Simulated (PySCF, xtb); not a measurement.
C₂H₄F₂, SMILES CC(F)F (connectivity only; charge and spin as stated), charge +1, multiplicity 2.

Harmonic wavenumbers (cm⁻¹) from GFN2-xTB in xtb at its own minimum, in rising order: 72, 333, 452, 515, 825, 926, 937, 996, 1022, 1105, 1136, 1167, 1249, 1353, 2343, 2767, 3000, 3009.

Task: What does PySCF with PBE0-D3(BJ)/def2-SVP give at its own minimum? (The exact figures need the calculation; the answer reports its results.)

Result: 195, 267, 310, 422, 631, 792, 813, 1063, 1215, 1253, 1290, 1340, 1405, 1470, 2854, 3039, 3217, 3265. Paired by order, the mean absolute difference is 174 cm⁻¹ and the zero-point energies are 33.2 and 35.5 kcal/mol.
